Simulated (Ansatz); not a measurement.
Input for Ansatz (a first-principles code): R-wB97M-V/def2-TZVPP on ClHMg (SMILES [MgH][Cl]), atoms moved off the minimum.

Ansatz 0.2 input:
```yaml
crystal:
  periodic: [false, false, false]
  atoms:
    - {symbol: Mg, position_ang: [0.03603315, -0.01020057, -1.23949375]}
    - {symbol: H, position_ang: [-0.02335142, -0.09273499, -2.92170376]}
    - {symbol: Cl, position_ang: [0.03042099, 0.07436336, 0.95871921]}
basis:
  gaussian:
    orbitals: def2-TZVPP
hamiltonian:
  xc: {name: wB97M-V}
scf: {lower_state_search: off}
output: {forces: true}
```

Task: Predict the final total energy.

Result: -660.9122 hartree.
